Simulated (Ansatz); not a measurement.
Born–Oppenheimer molecular dynamics of CH9B3Si (14 atoms, charge 0, multiplicity 1). It starts from a relaxed structure.

Theory: RKS BLYP-D4/STO-3G in Ansatz 0.2.0.

```
ensemble        : NVT, Langevin thermostat
time step       : 0.5 fs
steps asked     : 600
set temperature : 1000 K
friction        : 0.001 /fs
seed            : 678380
```

Frames 1 fs apart, positions in Å, forces in eV/Å.

Velocities at 130 fs (Å/ps):

```
B -4.57 -9.39 2.74
Si -5.03 -6.38 2.05
B -2.57 -4.99 2.84
B -5.98 17.45 -5.44
C 0.40 0.83 -3.96
H 0.29 11.01 -35.44
H -25.88 -6.00 19.23
H 6.43 -20.54 -15.32
H -11.32 -13.64 31.98
H 43.43 4.30 11.52
H -27.06 12.12 1.81
H 40.20 -12.89 5.02
H -2.92 -5.51 -13.53
H 48.80 10.47 -13.12
```

```xyz
14
Properties=species:S:1:pos:R:3:forces:R:3 time_fs=130 energy_less_start_eV=0.617 T=574
B -2.424 -0.266 0.722 0.30 1.60 0.88
Si -1.045 -1.386 -0.039 -0.25 0.74 -0.59
B 0.430 -0.037 -0.199 1.19 -0.26 0.15
B 1.255 0.545 1.139 -0.44 -0.42 -1.35
C 0.889 0.380 -1.713 -1.99 0.70 0.57
H -3.058 0.540 0.112 -0.08 -0.62 -0.13
H -2.361 0.029 1.892 -0.25 -0.64 -0.57
H -1.300 -1.904 -1.350 -0.25 -0.15 -0.60
H -0.717 -2.516 0.739 0.45 -0.79 0.90
H 2.272 -0.013 1.440 -0.39 0.22 0.20
H 0.911 1.519 1.716 0.13 -0.10 0.18
H -0.069 0.814 -2.168 0.82 0.21 0.50
H 1.646 1.217 -1.621 -0.18 -1.10 -1.07
H 1.033 -0.469 -2.452 0.94 0.61 0.92
14
Properties=species:S:1:pos:R:3:forces:R:3 time_fs=131 energy_less_start_eV=0.583 T=611
B -2.428 -0.275 0.725 -0.14 2.17 0.64
Si -1.050 -1.392 -0.037 -0.03 -0.02 -0.59
B 0.428 -0.042 -0.196 1.24 -0.22 -0.01
B 1.249 0.562 1.132 0.47 -0.91 -0.87
C 0.889 0.381 -1.717 -0.75 -0.10 0.97
H -3.059 0.547 0.077 0.29 -1.08 0.37
H -2.387 0.020 1.909 -0.25 -0.69 -0.89
H -1.294 -1.925 -1.367 -0.18 0.03 -0.09
H -0.726 -2.534 0.775 0.30 -0.23 0.44
H 2.312 -0.006 1.452 -1.40 0.77 -0.15
H 0.885 1.530 1.719 0.22 -0.19 0.09
H -0.026 0.802 -2.162 -0.44 0.67 -0.14
H 1.643 1.208 -1.640 0.02 -0.77 -0.83
H 1.086 -0.455 -2.461 0.66 0.57 1.05
14
Properties=species:S:1:pos:R:3:forces:R:3 time_fs=132 energy_less_start_eV=0.655 T=571
B -2.433 -0.282 0.728 -0.44 2.42 0.28
Si -1.055 -1.399 -0.035 0.20 -0.79 -0.52
B 0.427 -0.047 -0.193 1.26 -0.15 -0.16
B 1.243 0.578 1.125 0.96 -1.12 -0.46
C 0.888 0.383 -1.720 0.48 -0.97 1.48
H -3.059 0.545 0.044 0.50 -1.34 0.74
H -2.417 0.004 1.917 -0.22 -0.66 -0.98
H -1.290 -1.948 -1.385 -0.12 0.22 0.40
H -0.730 -2.555 0.815 0.13 0.37 -0.07
H 2.341 0.009 1.463 -1.97 1.06 -0.37
H 0.860 1.541 1.722 0.30 -0.31 -0.04
H 0.012 0.796 -2.158 -1.78 1.13 -0.85
H 1.638 1.191 -1.666 0.37 -0.23 -0.50
H 1.145 -0.434 -2.461 0.33 0.37 1.02
14
Properties=species:S:1:pos:R:3:forces:R:3 time_fs=133 energy_less_start_eV=0.707 T=541
B -2.437 -0.287 0.732 -0.56 2.33 -0.20
Si -1.060 -1.405 -0.034 0.40 -1.35 -0.42
B 0.427 -0.052 -0.191 1.24 -0.08 -0.31
B 1.238 0.593 1.117 1.09 -1.15 -0.14
C 0.887 0.382 -1.721 1.01 -1.37 1.80
H -3.055 0.532 0.018 0.56 -1.36 0.94
H -2.451 -0.020 1.915 -0.19 -0.54 -0.79
H -1.287 -1.972 -1.401 -0.07 0.38 0.82
H -0.733 -2.573 0.853 0.01 0.83 -0.49
H 2.350 0.034 1.472 -2.14 1.13 -0.49
H 0.838 1.549 1.726 0.35 -0.39 -0.16
H 0.033 0.802 -2.162 -2.37 1.22 -1.24
H 1.637 1.171 -1.698 0.70 0.34 -0.14
H 1.204 -0.410 -2.451 -0.01 0.00 0.82
14
Properties=species:S:1:pos:R:3:forces:R:3 time_fs=134 energy_less_start_eV=0.651 T=578
B -2.442 -0.289 0.735 -0.46 1.89 -0.73
Si -1.064 -1.413 -0.032 0.57 -1.60 -0.24
B 0.429 -0.057 -0.188 1.17 0.00 -0.46
B 1.234 0.608 1.109 0.91 -1.07 0.05
C 0.886 0.381 -1.722 0.68 -0.98 1.66
H -3.044 0.507 0.001 0.43 -1.13 0.94
H -2.486 -0.049 1.905 -0.17 -0.37 -0.35
H -1.284 -1.990 -1.410 -0.06 0.46 1.04
H -0.737 -2.583 0.888 -0.07 1.10 -0.80
H 2.337 0.069 1.477 -1.94 1.00 -0.51
H 0.821 1.553 1.729 0.36 -0.39 -0.26
H 0.034 0.817 -2.177 -1.89 0.79 -1.08
H 1.642 1.156 -1.732 0.80 0.76 0.22
H 1.264 -0.385 -2.434 -0.32 -0.47 0.51
14
Properties=species:S:1:pos:R:3:forces:R:3 time_fs=135 energy_less_start_eV=0.555 T=622
B -2.447 -0.290 0.738 -0.15 1.18 -1.21
Si -1.069 -1.420 -0.031 0.71 -1.59 0.01
B 0.432 -0.062 -0.186 1.07 0.09 -0.58
B 1.231 0.622 1.100 0.39 -0.89 0.07
C 0.886 0.380 -1.721 0.06 0.03 1.14
H -3.029 0.471 -0.008 0.13 -0.67 0.71
H -2.523 -0.085 1.889 -0.18 -0.17 0.26
H -1.280 -2.002 -1.410 -0.08 0.47 1.09
H -0.743 -2.583 0.917 -0.11 1.21 -0.99
H 2.306 0.113 1.475 -1.34 0.69 -0.38
H 0.807 1.553 1.731 0.31 -0.32 -0.31
H 0.019 0.837 -2.200 -0.73 0.03 -0.54
H 1.657 1.148 -1.764 0.51 0.83 0.54
H 1.319 -0.364 -2.413 -0.60 -0.90 0.20
14
Properties=species:S:1:pos:R:3:forces:R:3 time_fs=136 energy_less_start_eV=0.543 T=625
B -2.452 -0.290 0.740 0.35 0.28 -1.42
Si -1.074 -1.428 -0.029 0.84 -1.30 0.30
B 0.435 -0.067 -0.184 0.93 0.18 -0.68
B 1.229 0.634 1.092 -0.51 -0.60 -0.12
C 0.886 0.378 -1.720 -0.33 1.14 0.48
H -3.012 0.429 -0.012 -0.32 0.00 0.25
H -2.560 -0.121 1.875 -0.22 0.00 0.82
H -1.280 -2.010 -1.399 -0.11 0.39 0.94
H -0.749 -2.575 0.935 -0.10 1.13 -1.02
H 2.264 0.162 1.469 -0.31 0.20 -0.10
H 0.796 1.550 1.730 0.21 -0.17 -0.32
H -0.004 0.857 -2.229 0.43 -0.70 0.07
H 1.676 1.148 -1.791 -0.03 0.63 0.82
H 1.368 -0.351 -2.389 -0.84 -1.19 -0.01
14
Properties=species:S:1:pos:R:3:forces:R:3 time_fs=137 energy_less_start_eV=0.663 T=550
B -2.458 -0.289 0.741 0.90 -0.65 -1.09
Si -1.078 -1.436 -0.027 0.94 -0.75 0.59
B 0.439 -0.072 -0.182 0.76 0.25 -0.77
B 1.226 0.647 1.083 -1.67 -0.25 -0.49
C 0.885 0.378 -1.718 -0.32 1.90 -0.13
H -2.996 0.387 -0.012 -0.86 0.76 -0.38
H -2.598 -0.158 1.869 -0.24 0.10 1.04
H -1.282 -2.012 -1.381 -0.16 0.24 0.62
H -0.755 -2.557 0.944 -0.04 0.88 -0.90
H 2.220 0.212 1.462 1.03 -0.40 0.32
H 0.786 1.544 1.726 0.08 0.04 -0.29
H -0.022 0.870 -2.258 1.23 -1.22 0.53
H 1.696 1.153 -1.811 -0.59 0.36 1.03
H 1.409 -0.348 -2.365 -1.06 -1.26 -0.08
14
Properties=species:S:1:pos:R:3:forces:R:3 time_fs=138 energy_less_start_eV=0.815 T=457
B -2.462 -0.290 0.740 1.26 -1.32 -0.38
Si -1.082 -1.445 -0.025 1.03 0.03 0.83
B 0.443 -0.076 -0.181 0.57 0.29 -0.83
B 1.222 0.658 1.074 -2.65 -0.04 -0.89
C 0.884 0.379 -1.716 -0.06 2.11 -0.57
H -2.989 0.352 -0.014 -1.27 1.34 -0.89
H -2.636 -0.194 1.875 -0.20 0.15 0.77
H -1.285 -2.013 -1.357 -0.23 0.03 0.16
H -0.762 -2.532 0.944 0.06 0.45 -0.61
H 2.186 0.257 1.458 2.22 -0.89 0.73
H 0.775 1.539 1.719 -0.09 0.29 -0.21
H -0.029 0.870 -2.284 1.58 -1.46 0.78
H 1.708 1.161 -1.821 -0.97 0.13 1.13
H 1.439 -0.356 -2.340 -1.27 -1.10 -0.02
14
Properties=species:S:1:pos:R:3:forces:R:3 time_fs=139 energy_less_start_eV=0.846 T=444
B -2.466 -0.291 0.740 1.16 -1.52 0.20
Si -1.086 -1.454 -0.022 1.10 0.96 0.95
B 0.448 -0.080 -0.181 0.33 0.30 -0.89
B 1.216 0.670 1.064 -2.81 -0.13 -0.96
C 0.883 0.382 -1.715 0.41 1.88 -0.75
H -2.995 0.331 -0.026 -1.31 1.46 -0.93
H -2.675 -0.229 1.889 -0.08 0.18 0.18
H -1.291 -2.013 -1.332 -0.30 -0.20 -0.35
H -0.769 -2.502 0.939 0.21 -0.12 -0.17
H 2.174 0.293 1.461 2.58 -1.01 0.83
H 0.763 1.536 1.711 -0.24 0.48 -0.14
H -0.022 0.858 -2.303 1.52 -1.44 0.82
H 1.713 1.170 -1.821 -1.17 -0.07 1.10
H 1.456 -0.374 -2.316 -1.41 -0.77 0.10
14
Properties=species:S:1:pos:R:3:forces:R:3 time_fs=140 energy_less_start_eV=0.730 T=510
B -2.468 -0.294 0.739 0.59 -1.25 0.32
Si -1.089 -1.462 -0.020 1.14 1.91 0.91
B 0.453 -0.083 -0.182 0.07 0.28 -0.96
B 1.207 0.682 1.053 -1.90 -0.53 -0.51
C 0.883 0.387 -1.714 0.90 1.23 -0.60
H -3.011 0.326 -0.047 -0.95 1.11 -0.43
H -2.716 -0.262 1.905 0.09 0.23 -0.45
H -1.302 -2.016 -1.309 -0.37 -0.41 -0.82
H -0.776 -2.475 0.930 0.39 -0.75 0.36
H 2.187 0.320 1.471 1.84 -0.69 0.49
H 0.747 1.539 1.700 -0.32 0.58 -0.12
H -0.001 0.832 -2.315 1.07 -1.18 0.62
H 1.707 1.179 -1.812 -1.12 -0.14 0.98
H 1.460 -0.399 -2.289 -1.43 -0.38 0.21
14
Properties=species:S:1:pos:R:3:forces:R:3 time_fs=141 energy_less_start_eV=0.613 T=580
B -2.470 -0.298 0.739 -0.20 -0.77 0.04
Si -1.092 -1.470 -0.017 1.19 2.65 0.75
B 0.458 -0.086 -0.184 -0.21 0.25 -1.02
B 1.197 0.693 1.041 -0.50 -0.97 0.21
C 0.884 0.393 -1.713 1.44 0.20 -0.04
H -3.037 0.332 -0.071 -0.38 0.53 0.31
H -2.757 -0.293 1.915 0.27 0.29 -0.91
H -1.316 -2.021 -1.293 -0.40 -0.54 -1.10
H -0.778 -2.456 0.925 0.53 -1.26 0.81
H 2.219 0.340 1.485 0.54 -0.22 -0.08
H 0.728 1.546 1.689 -0.34 0.57 -0.13
H 0.031 0.794 -2.323 0.20 -0.70 0.13
H 1.690 1.187 -1.793 -0.82 -0.06 0.76
H 1.453 -0.428 -2.261 -1.31 0.03 0.28
```

Of the whole run (300 fs, mean temperature of the second half 613 K): The mean temperature of the second half is 39 % below the set value. A run of 0.3 ps of so small a system gives no equilibrium averages. Limits of this set-up: minimal basis.

The run took 19 min on 1 thread of Arm Neoverse V1, with other jobs on the host, peak memory 0.083 GiB.
